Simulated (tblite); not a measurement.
Species: C5H12OS.
Geometry (GFN2-xTB, Å), atoms numbered from 1 in this order:
```xyz
19
C5H12OS angstrom
C     -2.2526    0.0425   -0.9052
C     -1.5547   -0.0655    0.4448
C     -0.0856    0.3353    0.3665
C      0.5818    0.3564    1.7258
S      0.7467   -0.9618   -0.7088
C      2.3243   -0.0363   -0.9763
O      1.0737   -2.0671    0.1938
H     -2.1921    1.0605   -1.2853
H     -1.7935   -0.6255   -1.6297
H     -3.3020   -0.2242   -0.8097
H     -1.6152   -1.0927    0.8117
H     -2.0651    0.5767    1.1677
H      0.0191    1.2828   -0.1644
H      0.7969   -0.6701    2.0246
H     -0.0714    0.8011    2.4734
H      1.5120    0.9195    1.7102
H      2.0962    0.8865   -1.4962
H      2.8112    0.1539   -0.0279
H      2.9605   -0.6627   -1.5929
```

Method: GFN2-xTB as coded in tblite; computed harmonic values from a numerical Hessian at the method's own geometry, unscaled. This tight-binding method is rough: wavenumbers can miss measured ones by several per cent, in bad cases by 10 to 20. One conformer, not necessarily the lowest.

Harmonic wavenumbers (cm⁻¹): 32.6, 89.1, 133.0, 165.8, 176.8, 215.1, 234.8, 250.8, 318.4, 370.4, 400.7, 500.1, 589.3, 670.0, 827.6, 868.1, 879.6, 897.4, 984.9, 1018.6, 1047.8, 1082.2, 1128.3, 1132.2, 1168.1, 1201.7, 1257.2, 1280.3, 1284.4, 1351.6, 1412.8, 1416.6, 1436.9, 1457.7, 1483.7, 1491.3, 1499.8, 1501.6, 1502.8, 2957.1, 2964.0, 2984.7, 3008.9, 3026.5, 3027.6, 3037.7, 3043.2, 3047.9, 3057.7, 3066.9, 3081.3.

A = 2907, B = 1597, C = 1403 MHz; mass 120.061 u (most abundant isotopes); point group C1, symmetry number 1.

Zero-point energy?

Half the sum of the wavenumbers: 35532 cm⁻¹ = 101.59 kcal/mol.

What is S at 298.15 K and 1 bar for an ideal gas of classical rigid rotors and harmonic oscillators?

Translation 40.29, rotation 28.29, vibration 28.89: S = 97.5 cal/(mol K).

And Cp and H(298.15 K) − H(0)?

Cp = 36.64 cal/(mol K), of which vibrations give 28.69 (their classical limit is 51 R = 101.3); H(298.15 K) − H(0) = 6.86 kcal/mol without the zero-point energy, 4.49 from vibrations.

What must be added to the electronic energy to get the Gibbs energy at 298.15 K and 1 bar?

ZPE + [H(298.15 K) − H(0)] − T·S = 101.59 + 6.86 − 29.06 = 79.39 kcal/mol.

Which modes carry the vibrational entropy at 298.15 K?

32.6 cm⁻¹: 5.66; 89.1 cm⁻¹: 3.68; 133.0 cm⁻¹: 2.90; 165.8 cm⁻¹: 2.48; 176.8 cm⁻¹: 2.36; 215.1 cm⁻¹: 2.00 cal/(mol K); the other 45 give 9.80 together.

Hindered rotation and anharmonicity are outside this model. Other conformers, if any are populated, would add a mixing term that is left out. The structure is chiral; the term R ln 2 for an equal mix with its mirror image is left out.
